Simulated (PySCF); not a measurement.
# Nickel: a sound run and one with changed settings

Sound run: Ni [Ar] 3d8 4s2, Ni⁺ [Ar] 3d9. Calculation: PySCF 2.14, in def2-SVP; the non-relativistic Hamiltonian (point nucleus). In the sound run the correlated levels freeze [Ar]. The sound run starts from symmetry-adapted Hartree-Fock orbitals and uses a fine grid where one is needed.

Changed run: initial guess 1e, at most 50 SCF cycles.

```csv
species,method,sound run (hartree),changed run (hartree),converged
Ni,UHF,-1506.64312,-1506.56500,yes
Ni,r2SCAN,-1508.02348,-1508.02348,yes
Ni,MN15,-1508.19307,-1508.19307,yes
Ni⁺,UHF,-1506.34536,-1506.34533,yes
Ni⁺,r2SCAN,-1507.72977,-1507.73139,yes
Ni⁺,MN15,-1507.95604,-1507.95712,yes
Ni⁺,MP2,-1506.57792,-1506.57791,yes
```

Ionisation energy of Ni:

| method | sound run (eV) | changed run (eV) |
| --- | --- | --- |
| r2SCAN | 7.992 | 7.948 |
| MN15 | 6.450 | 6.420 |

The plain start fixes occupations by D2h representation alone, and Ni at UHF landed in another state (other ⟨L²⟩ or ⟨S²⟩). 

For comparison, NIST gives 7.640 eV between the lowest levels.
